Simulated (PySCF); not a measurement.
PySCF job for C2H2BF2N, SMILES B1([C@H](F)N=C1)F, PBE/pcSseg-1. Geometry: PBE0-D3(BJ)/def2-SVP. The structure was generated by enumeration; whether it is a known compound was not checked.

```python
import numpy as np
from pyscf import gto, scf, dft
from pyscf.prop.nmr import rks as nmr

mol = gto.M(
    atom='''
    F     1.96264474   -0.07750669    0.04419417
    B     0.73126297    0.27313970    0.32944908
    C    -0.12539653    1.53245782    0.07768280
    N    -1.12468724    0.77225243   -0.25327781
    C    -0.65537189   -0.50287497    0.35301858
    F    -0.82719308   -1.57756296   -0.45306162
    H    -0.12457470    2.61691373   -0.07758761
    H    -1.19338384   -0.67024929    1.29888579
    ''',
    basis='pcSseg-1',
    charge=0,
    spin=0,
    max_memory=1600,
    verbose=3,
)
mf = dft.RKS(mol, xc='pbe')
mf.grids.level = 3
mf.conv_tol = 1e-10
mf.max_cycle = 100
mf.kernel()
n = nmr.NMR(mf)
n.verbose = 2
n.max_cycle_cphf = 60
sigma = n.kernel()
print('atom   isotropic/ppm   span/ppm')
for i, s in enumerate(sigma):
    w = np.linalg.eigvalsh((s + s.T) / 2)
    print(f'{mol.atom_symbol(i):2s}{i + 1:3d} {w.mean():14.3f} {w[2] - w[0]:11.3f}')
```

Output:

```
converged SCF energy = -356.2827451598
atom   isotropic/ppm   span/ppm
F   1        257.569     297.133
B   2         73.102      66.424
C   3        -17.000     251.916
N   4       -251.965    1004.433
C   5         66.028      59.867
F   6        320.333     234.065
H   7         22.125       7.458
H   8         25.168       6.711
```

Self-consistency was reached.

Cost: about 11 core-seconds (a rough figure).
